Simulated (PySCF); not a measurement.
C2H2Cl2, SMILES C(/Cl)=C/Cl. Geometry: ωB97X-D3(BJ)/def2-SVP.

Computed equilibrium geometry at ωB97X-D3(BJ)/def2-SVP (PySCF confirms it by a frequency run) as bond lengths and angles, and its point group:
point group C2v.
Atoms: Cl1 C2 C3 Cl4 H5 H6. Bonded distances (Å): Cl1–C2 1.717, C2–C3 1.333, C2–H5 1.092, C3–Cl4 1.717, C3–H6 1.092. Angles (°): Cl1–C2–C3 124.0, Cl1–C2–H5 115.2, C3–C2–H5 120.8, C2–C3–Cl4 124.0, C2–C3–H6 120.8, Cl4–C3–H6 115.2.
